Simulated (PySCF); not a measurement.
# Ionisation energy of Ir⁷³⁺ by level of theory

Ir⁷³⁺ [He] 2s2 (1S) → Ir⁷⁴⁺ [He] 2s1 (2S), as a difference of total energies. Computed with PySCF 2.14 in an uncontracted even-tempered set (18 s from 56 bohr⁻², ratio 2.2; 8 p from 84 bohr⁻², ratio 2.4; 5 d from 250 bohr⁻², ratio 2.4; 5 f from 380 bohr⁻², ratio 2.4; 4 g from 570 bohr⁻², ratio 2.4), with the spin-free X2C one-electron Hamiltonian (Gaussian nucleus). Correlated levels: nothing frozen; virtual orbitals above 40 to 60 times the deepest correlated orbital energy dropped. The calculations carry no spin-orbit coupling.

```
                 method  ionisation energy (eV)
                    UHF                 21231.8
                    LDA                 21220.7
                    PBE                 21241.4
                   PBE0                 21239.3
                 r2SCAN                 21228.9
              BHandHLYP                 21236.8
                 M06-2X                 21244.4
    MP2 (all electrons)                 21236.4
SCS-MP2 (all electrons)                 21237.3
```

Problem. How much does correlation contribute at MP2 (all electrons)?

Solution. 21236.4 − (21231.8) = 4.6 eV, measured against UHF.

For this ion Breit and QED terms and the two-electron picture change, all absent here, outweigh the differences among the correlated methods.

For comparison: 21200 ± 90 eV (theoretical estimate listed by NIST; NIST Atomic Spectra Database, ionization energies).
